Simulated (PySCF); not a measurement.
AlBr₃, triplet, at a GFN2-xTB geometry (such geometries of metal compounds can be far from the true shape) (a higher spin typed on purpose: for a closed-shell molecule this is an excited state); R2SCAN/3-21G in PySCF.

Input for PySCF:
```python
from pyscf import gto, scf, dft

mol = gto.Mole()
mol.atom = '''
    Al   -0.515061    0.183924   -0.325663
    Br   -1.738680   -1.861575    0.199490
    Br    0.497540    2.304776   -0.984240
    Br    1.432449   -0.511516    0.905710
'''
mol.basis = '3-21g'
mol.charge = 0
mol.spin = 2
mol.verbose = 4
mol.build()

mf = dft.UKS(mol)
mf.xc = 'r2scan'
mf.conv_tol = 1e-7
mf.kernel()
```

What the program printed (banner, timings and long lists left out):

```
PySCF version 2.14.0

[INPUT] verbose = 4
[INPUT] num. atoms = 4
[INPUT] num. electrons = 118
[INPUT] charge = 0
[INPUT] spin (= nelec alpha-beta = 2S) = 2
[INPUT] symmetry False subgroup None
[INPUT] Mole.unit = angstrom
[INPUT] Symbol           X                Y                Z      unit          X                Y                Z       unit  Magmom
[INPUT]  1 Al    -0.515061000000   0.183924000000  -0.325663000000 AA   -0.973324227445   0.347565987735  -0.615413878904 Bohr   0.0
[INPUT]  2 Br    -1.738680000000  -1.861575000000   0.199490000000 AA   -3.285629018259  -3.517866910337   0.376981464589 Bohr   0.0
[INPUT]  3 Br     0.497540000000   2.304776000000  -0.984240000000 AA    0.940214336016   4.355395418471  -1.859944040842 Bohr   0.0
[INPUT]  4 Br     1.432449000000  -0.511516000000   0.905710000000 AA    2.706936297407  -0.966625148333   1.711543848280 Bohr   0.0

nuclear repulsion = 798.837840284224
number of shells = 37
number of NR pGTOs = 189
number of NR cGTOs = 79
basis = 3-21g
ecp = {}

******** <class 'pyscf.dft.uks.UKS'> ********
method = UKS
initial guess = minao
damping factor = 0
level_shift factor = 0
DIIS = <class 'pyscf.scf.diis.CDIIS'>
diis_start_cycle = 1
diis_space = 8
diis_damp = 0
SCF conv_tol = 1e-07
SCF conv_tol_grad = None
SCF max_cycles = 50
direct_scf = True
direct_scf_tol = 1e-13
number electrons alpha = 60  beta = 58
XC library pyscf.dft.libxc version 7.1.2
    S. Lehtola, C. Steigemann, M. J. T. Oliveira, and M. A. L. Marques,  SoftwareX 7, 1–5 (2018)
XC functionals = r2scan
    J. W. Furness, A. D. Kaplan, J. Ning, J. P. Perdew, and J. Sun,  J. Phys. Chem. Lett. 11, 8208–8215 (2020)
    J. W. Furness, A. D. Kaplan, J. Ning, J. P. Perdew, and J. Sun,  J. Phys. Chem. Lett. 11, 9248–9248 (2020)
    J. W. Furness, A. D. Kaplan, J. Ning, J. P. Perdew, and J. Sun,  J. Phys. Chem. Lett. 11, 8208–8215 (2020)
    J. W. Furness, A. D. Kaplan, J. Ning, J. P. Perdew, and J. Sun,  J. Phys. Chem. Lett. 11, 9248–9248 (2020)
radial grids:
    Treutler-Ahlrichs [JCP 102, 346 (1995); DOI:10.1063/1.469408] (M4) radial grids

becke partition: Becke, JCP 88, 2547 (1988); DOI:10.1063/1.454033
pruning grids: <function nwchem_prune>
grids dens level: 3
symmetrized grids: False
atomic radii adjust function: <function treutler_atomic_radii_adjust>
small_rho_cutoff = 0
Set gradient conv threshold to 0.000316228
tot grids = 80456
init E= -7918.1519216264

cycle= 1 E= -7926.04288109338  delta_E= -7.89  |g|= 0.236  |ddm|= 1.85

cycle= 2 E= -7925.97438366708  delta_E= 0.0685  |g|= 0.351  |ddm|= 1.02

cycle= 3 E= -7926.05626370499  delta_E= -0.0819  |g|= 0.167  |ddm|= 0.857

cycle= 4 E= -7926.08616903532  delta_E= -0.0299  |g|= 0.0459  |ddm|= 0.471

cycle= 5 E= -7926.08856283015  delta_E= -0.00239  |g|= 0.00537  |ddm|= 0.121

cycle= 6 E= -7926.08743677152  delta_E= 0.00113  |g|= 0.0292  |ddm|= 0.0961

cycle= 7 E= -7926.08859105049  delta_E= -0.00115  |g|= 0.00277  |ddm|= 0.09

cycle= 8 E= -7926.08860002699  delta_E= -8.98e-06  |g|= 0.000126  |ddm|= 0.00674

cycle= 9 E= -7926.08860004522  delta_E= -1.82e-08  |g|= 5.72e-05  |ddm|= 0.000656

Extra cycle  E= -7926.08859997871  delta_E= 6.65e-08  |g|= 0.000246  |ddm|= 0.000721
converged SCF energy = -7926.08859997871  <S^2> = 2.0041229  2S+1 = 3.0027473
```
